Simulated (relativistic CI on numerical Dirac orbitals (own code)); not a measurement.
# d2 in a ligand field

Computed with a parametric ligand-field model of a d^n configuration (Racah B and C, spin-orbit zeta, crystal field), exact diagonalisation.

Field parameters in Wybourne normalisation: Oh B⁴₀ = 21Dq, B⁴₄ = √(5/14) B⁴₀; Td as Oh with Dq negative (B⁴₀ = 21Dq, B⁴₄ = √(5/14) B⁴₀). The field is a parameter set, without covalency.

Question: Lowest levels for B = 490, C = 2050, ζ = 90 cm⁻¹, Oh, 10Dq = 29300 cm⁻¹?

Answer: E 0 (S 1.00), T2 0 (S 1.00), T1 106 (S 1.00), A1 157 (S 1.00), T2 7248 (S 0.00), E 7299 (S 0.00), A1 16934 (S 0.00), A2 28093 (S 1.00), T2 28116 (S 1.00) cm⁻¹, with S from ⟨S²⟩ = S(S + 1). The ground level has 0.01 electrons in the cubic e pair.

Question: Lowest levels for B = 1020, C = 3740, ζ = 770 cm⁻¹, Oh, 10Dq = 34100 cm⁻¹?

Answer: E 0 (S 1.00), T2 28 (S 1.00), T1 1015 (S 1.00), A1 1481 (S 1.00), T2 14592 (S 0.01), E 14822 (S 0.01), A2 32064 (S 1.00), T2 32282 (S 1.00), A1 32313 (S 0.01) cm⁻¹, with S from ⟨S²⟩ = S(S + 1). The ground level has 0.02 electrons in the cubic e pair.

Question: Lowest levels for B = 1030, C = 4980, ζ = 660 cm⁻¹, Td, 10Dq = -11450 cm⁻¹?

Answer: T2 0 (S 1.00), A2 11213 (S 1.00), T2 11375 (S 1.00), E 11418 (S 0.99), T1 11653 (S 1.00), E 17487 (S 0.42), T2 18392 (S 1.00), E 18853 (S 0.80), T1 19103 (S 1.00) cm⁻¹, with S from ⟨S²⟩ = S(S + 1). The ground level has 1.99 electrons in the cubic e pair.

Question: Lowest levels for B = 410, C = 2020, ζ = 830 cm⁻¹, Oh, 10Dq = 38050 cm⁻¹?

Answer: E 0 (S 0.99), T2 19 (S 0.99), T1 1006 (S 1.00), A1 1394 (S 1.00), T2 7167 (S 0.02), E 7214 (S 0.02), A1 16350 (S 0.01), A2 37120 (S 1.00), T2 37314 (S 1.00) cm⁻¹, with S from ⟨S²⟩ = S(S + 1). The ground level has 0.01 electrons in the cubic e pair.

Question: Lowest levels for B = 450, C = 1750, ζ = 2950 cm⁻¹, Oh, 10Dq = 35850 cm⁻¹?

Answer: E 0 (S 0.95), T2 203 (S 0.95), T1 4304 (S 1.00), A1 4753 (S 0.94), T2 9320 (S 0.15), E 9566 (S 0.15), A1 18834 (S 0.20), A2 36185 (S 1.00), T2 36815 (S 0.99) cm⁻¹, with S from ⟨S²⟩ = S(S + 1). The ground level has 0.03 electrons in the cubic e pair.
